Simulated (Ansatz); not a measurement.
```yaml
crystal:
  periodic: [false, false, false]
  atoms:
    - {symbol: Li, position_ang: [1.500550, -0.430908, -2.915272]}
    - {symbol: Li, position_ang: [-0.538353, 1.231918, -0.062357]}
    - {symbol: Li, position_ang: [-0.089129, -1.397487, -1.312522]}
    - {symbol: Li, position_ang: [0.415434, -0.926368, 1.277987]}
    - {symbol: Li, position_ang: [-3.115868, 2.272490, 1.261664]}
    - {symbol: Li, position_ang: [-0.750935, 1.342815, 2.904393]}
    - {symbol: Li, position_ang: [-2.480466, -0.015811, 1.119655]}
    - {symbol: Li, position_ang: [2.453953, -1.910782, -1.530681]}
    - {symbol: Li, position_ang: [2.237780, 0.151846, -0.517712]}
    - {symbol: H, position_ang: [0.266896, 0.900720, 1.665807]}
    - {symbol: H, position_ang: [0.951217, -1.920360, -2.475850]}
    - {symbol: H, position_ang: [1.668751, -1.315885, 0.189441]}
    - {symbol: H, position_ang: [-2.412227, 1.345579, 2.543567]}
    - {symbol: H, position_ang: [3.136706, -0.406356, -1.812410]}
    - {symbol: H, position_ang: [-1.150449, -0.995388, 0.393576]}
    - {symbol: H, position_ang: [-2.298825, 1.593471, 0.167336]}
    - {symbol: H, position_ang: [0.587239, 0.393713, -1.256984]}
basis:
  gaussian: {orbitals: def2-mTZVP}
total_charge: 1
hamiltonian: {xc: {name: BLYP}}
scf: {omitted_lower_state_checks: [starts]}
output: {forces: true}
```

```sh
$ ansatz run in.yaml --threads 4 --pin off --events-out ev --progress --plain --max-ram 3916MiB
```

Output, abridged:

```
Functional definition: BLYP
1216 factors; their error is unknown
mean field evaluation 1: about -1960.8593 eV, gradient 4.2e1 eV
mean field evaluation 2: about -1964.0433 eV, gradient 3.1e1 eV
mean field evaluation 4: about -1969.7409 eV, gradient 1.1e0 eV
mean field evaluation 8: about -1969.7325 eV, gradient 5.2e-2 eV
mean field -1969.73253653 eV, -72.3863355848 hartree, gradient 5.3e-5 eV, S^2 0.000000; 0 other end points of the search recorded, 0 dependent functions left out
reference -1969.73309648 eV, -72.3863561625 hartree; 17, 17 occupied and 79, 79 virtual orbitals, 1216 factors
Total energy: -1969.73309648 eV, -72.3863561625 hartree
Atom 0 at     1.500550    -0.430908    -2.915272 Å, force     0.266087     1.002936    -0.400040 eV/Å
Atom 1 at    -0.538353     1.231918    -0.062357 Å, force     0.023087    -0.185893    -0.170460 eV/Å
Atom 2 at    -0.089129    -1.397487    -1.312522 Å, force    -0.539034     0.144391     0.832476 eV/Å
Atom 3 at     0.415434    -0.926368     1.277987 Å, force     0.001744     0.075111     0.062935 eV/Å
Atom 4 at    -3.115868     2.272490     1.261664 Å, force    -0.461551     0.866762     0.699080 eV/Å
Atom 5 at    -0.750935     1.342815     2.904393 Å, force    -0.047164     0.190155     0.278513 eV/Å
Atom 6 at    -2.480466    -0.015811     1.119655 Å, force     0.272907    -0.196030    -0.107624 eV/Å
Atom 7 at     2.453953    -1.910782    -1.530681 Å, force     0.281621    -1.103661     0.531985 eV/Å
Atom 8 at     2.237780     0.151846    -0.517712 Å, force    -0.022075     0.631083     0.416180 eV/Å
Atom 9 at     0.266896     0.900720     1.665807 Å, force     0.210668    -0.142959    -0.176329 eV/Å
Atom 10 at     0.951217    -1.920360    -2.475850 Å, force     0.119438    -0.426017    -0.219584 eV/Å
Atom 11 at     1.668751    -1.315885     0.189441 Å, force     0.104032    -0.442553    -0.148388 eV/Å
Atom 12 at    -2.412227     1.345579     2.543567 Å, force    -0.322327    -0.249485     0.197080 eV/Å
Atom 13 at     3.136706    -0.406356    -1.812410 Å, force    -0.099543     0.129694    -0.564913 eV/Å
Atom 14 at    -1.150449    -0.995388     0.393576 Å, force    -0.073863    -0.049598    -0.056437 eV/Å
Atom 15 at    -2.298825     1.593471     0.167336 Å, force     0.383506    -0.475873    -0.869095 eV/Å
Atom 16 at     0.587239     0.393713    -1.256984 Å, force    -0.097533     0.231935    -0.305378 eV/Å
Dipole moment:    -0.863317     0.643454     0.670308 e Å
Checks for a lower state left out: starts
```

Run time 2.1 s (4 threads of Arm Neoverse V1 on a shared host).

The dipole of an ion depends on the origin.
